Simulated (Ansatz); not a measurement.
The same path of C2H6BNS (11 atoms, charge 0, multiplicity 1) was run 3 times with different band settings. The coordinate that changes most is the dihedral S2–C3–C4–N5.

Computed with Ansatz, RKS PBE-D4/6-31G*.

Relaxed end points:

```xyz
11
Properties=species:S:1:pos:R:3
B -0.202 1.388 0.924
S -1.640 0.395 1.656
C -0.250 -0.347 0.793
C -0.287 -0.502 -0.592
N 0.616 -1.186 -1.325
H 0.760 1.668 1.601
H -0.461 2.061 -0.048
H 0.529 -0.858 1.373
H -1.108 -0.044 -1.152
H 0.667 -1.054 -2.332
H 1.443 -1.578 -0.878
```

```xyz
11
Properties=species:S:1:pos:R:3
B -0.281 1.311 0.788
S -1.648 -0.014 1.061
C 0.112 -0.363 0.897
C 0.621 -0.750 -0.354
N -0.143 -0.886 -1.439
H 0.131 1.907 1.753
H -0.245 1.814 -0.310
H 0.708 -0.587 1.787
H 1.693 -0.946 -0.479
H 0.255 -0.897 -2.375
H -1.137 -0.647 -1.309
```

Common settings: movable images 7; climbing image yes; optimiser quadratic models (default); start path through a guess of the saddle point; iteration limit 60; end points relaxed.

| run | spring | force threshold |
| --- | --- | --- |
| 1 | 5.0 eV/Å² | 0.05 eV/Å |
| 2 | 5.0 eV/Å² | 0.5 eV/Å |
| 3 | 2.0 to 10.0 eV/Å², energy-weighted | 0.05 eV/Å |

What does each run give, and how far can it be trusted?

Run 1: converged after 12 iterations, highest image 0.928 eV above the first end. The profile has 2 maxima (images 2, 5) with wells between them (image 3): this band takes more than one step, which may be the mechanism or a detour left from its start path. A vibrational analysis at the climbing image gives one clearly imaginary mode, 448i cm⁻¹: a first-order saddle point.
Run 2: converged after 7 iterations, highest image 0.905 eV above the first end. The threshold of 0.5 eV/Å is loose, so the images may lie well off the minimum-energy path. The order of the stationary point at the top wasn't checked.
Run 3: converged after 14 iterations, highest image 0.928 eV above the first end. Beside the main top the profile has a ripple of under 15 meV (maxima at images 1, 5), which may be a very shallow well or noise. Another band between the same ends (7 images) ends at a top of the same energy, where a vibrational analysis finds 1 clearly imaginary mode.
